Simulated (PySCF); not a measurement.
**J couplings in C₈H₁₀GeO₂**

Geometry (Å), atoms numbered from 1 in this order:
```xyz
21

C    -3.7187   -2.2783   -0.4197
C    -2.7100   -1.2610   -0.1892
C    -1.8737   -0.3956   -0.0028
Ge   -0.5644    0.9159    0.3294
O    -0.4993    1.9298   -1.1352
C     0.4417    2.9636   -1.2027
C     1.1265    0.0276    0.6007
C     1.5366   -1.2592    0.3710
C     2.9100   -1.3257    0.7539
C     3.2330   -0.0741    1.1894
O     2.1700    0.7448    1.1036
H    -4.3290   -2.0286   -1.3014
H    -3.2576   -3.2632   -0.5921
H    -4.3937   -2.3653    0.4459
H    -0.9128    1.8195    1.5250
H     0.2833    3.7353   -0.4233
H     1.4828    2.6001   -1.1055
H     0.3480    3.4570   -2.1831
H     0.9161   -2.0593   -0.0278
H     3.5715   -2.1884    0.7130
H     4.1492    0.3648    1.5775
```

Indirect spin–spin couplings were computed at B3LYP/pcJ-1 (pcSseg-1 on Ge) (without the spin–dipole term) (PySCF 2.14) on a PBE0-D3(BJ)/def2-SVP structure, for the isolated molecule, without vibrational or relativistic corrections. Couplings are averaged over pairs made equivalent by symmetry, fast rotation or ring inversion, so a value needn't be that of the named pair in this geometry, while other rotamers aren't included; one pair stands for each set, and the list holds a selection of those of at least 1.5 Hz over up to four bonds, among pairs with at least one H atom (others weren't computed).

Isotopes: $^{13}$C, $^{1}$H, $^{17}$O. Couplings to quadrupolar nuclei such as 17O and 33S are rarely resolved in practice.

```csv
pair,bonds,J (Hz)
"C1, H12",1,138.5
"C6, H16",1,145.4
"C8, H19",1,186.4
"C9, H20",1,184.7
"C10, H21",1,210.8
"C2, H12",2,-10.6
"C3, H15",2,?
"O5, H15",2,-5.4
"O5, H16",2,?
"C7, H19",2,13.2
"C8, H20",2,?
"C9, H19",2,5.4
"C9, H21",2,?
"O11, H21",2,-21.1
"H12, H13",2,-18.3
"H16, H17",2,-11.2
"C2, H15",3,?
"C3, H12",3,5.7
"C7, H20",3,7.3
"C7, H21",3,6.9
"C8, H15",3,4.1
"C8, H21",3,?
"C10, H19",3,?
"O11, H20",3,-3.9
"H19, H20",3,3.9
"H20, H21",3,?
```

Question: Estimate the withheld couplings, with signs.

Answer: 
- $^{2}J$(C3,H15) = 20.4 Hz (angle at Ge4 113°)
- $^{2}J$(O5,H16) = -7.2 Hz (mean over equivalent pairs that range from -14.9 to -3.2 Hz in this conformer)
- $^{2}J$(C8,H20) = 4.8 Hz (angle at C9 128°)
- $^{2}J$(C9,H21) = 14.3 Hz (angle at C10 133°)
- $^{3}J$(C2,H15) = 4.9 Hz
- $^{3}J$(C8,H21) = 6.4 Hz (dihedral angle 180°)
- $^{3}J$(C10,H19) = 7.7 Hz (dihedral angle 180°)
- $^{3}J$(H20,H21) = 2.2 Hz (dihedral angle 0°)

Relativistic effects of the heavier atoms present are left out.
